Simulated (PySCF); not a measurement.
Isomers of C8H15B. Level of theory: PySCF, PBE0-D3(BJ)/def2-SVP geometry optimisation, gas phase. One conformer each; no zero-point energy, no entropy. No frequencies were run at this level. Point groups hold within 0.08 Å.

Question: Order them by energy at this level, lowest first, and give relative energies in kcal/mol.
A. `[BH:1]1[CH2:2][CH2:3][CH2:4][C@@H:5]([CH:6]2[CH2:7][CH2:8]2)[CH2:9]1` with C4–C5–C6–C7 -82°, C9–B1–C2–C3 20°, B1–C2–C3–C4 -39°, C2–C3–C4–C5 60°, C3–C4–C5–C6 175°
B. `[BH:1]1[CH2:2][CH2:3][CH2:4][C@@H:5]1[CH:6]1[CH2:7][CH2:8][CH2:9]1` with C4–C5–C6–C7 173°, C5–B1–C2–C3 -11°, B1–C2–C3–C4 30°, C2–C3–C4–C5 -38°, C3–C4–C5–C6 167°
C. `[CH2:1]=[CH:2][CH2:3][C@@H:4]1[CH2:5][BH:6][CH2:7][CH2:8][CH2:9]1` with C1–C2–C3–C4 -121°, C2–C3–C4–C5 -172°, C3–C4–C5–B6 -165°, C4–C5–B6–C7 20°, C5–B6–C7–C8 -20°, B6–C7–C8–C9 38°

Answer: A (0.0), C (0.0), B (3.7).

As drawn, the lowest has a three-membered ring, which the highest lacks; the highest has a four-membered ring, which the lowest lacks. Neighbours under 2.5 kcal/mol apart (B1CCC[C@@H](C2CC2)C1 and C=CC[C@@H]1CBCCC1) can change places with a better method, another conformer or zero-point energy.

```json
{"SMILES": "B1CCC[C@@H](C2CC2)C1", "E (Eh)": "-338.07070", "E rel (kcal/mol)": "0.0", "dipole (D)": "0.48", "point group": "C1", "A, B, C (MHz)": "3517, 995.0, 829.5"}
{"SMILES": "C=CC[C@@H]1CBCCC1", "E (Eh)": "-338.07063", "E rel (kcal/mol)": "0.0", "dipole (D)": "0.19", "point group": "C1", "A, B, C (MHz)": "3444, 903.0, 761.2"}
{"SMILES": "B1CCC[C@@H]1C1CCC1", "E (Eh)": "-338.06478", "E rel (kcal/mol)": "3.7", "dipole (D)": "0.41", "point group": "C1", "A, B, C (MHz)": "4157, 903.6, 781.8"}
```

How do the relative energies change in single points at PBE0/pcSseg-1 (no added dispersion term) on the same geometries?

| SMILES | PBE0-D3(BJ)/def2-SVP (kcal/mol) | PBE0/pcSseg-1 (kcal/mol) | shift |
| --- | --- | --- | --- |
| B1CCC[C@@H](C2CC2)C1 | 0.0 | 1.5 | +1.5 |
| C=CC[C@@H]1CBCCC1 | 0.0 | 0.0 | 0.0 |
| B1CCC[C@@H]1C1CCC1 | 3.7 | 5.0 | +1.3 |

Each column counts from its own lowest isomer. C=CC[C@@H]1CBCCC1 becomes the lowest; the largest shift is 1.5 kcal/mol.

As an exercise, what shares would exp(−E/RT) give at 1000 K from these electronic energies alone (no entropy, no degeneracies)?

RT = 1.987 kcal/mol: B1CCC[C@@H](C2CC2)C1 46.9 %, C=CC[C@@H]1CBCCC1 45.9 %, B1CCC[C@@H]1C1CCC1 7.2 %.
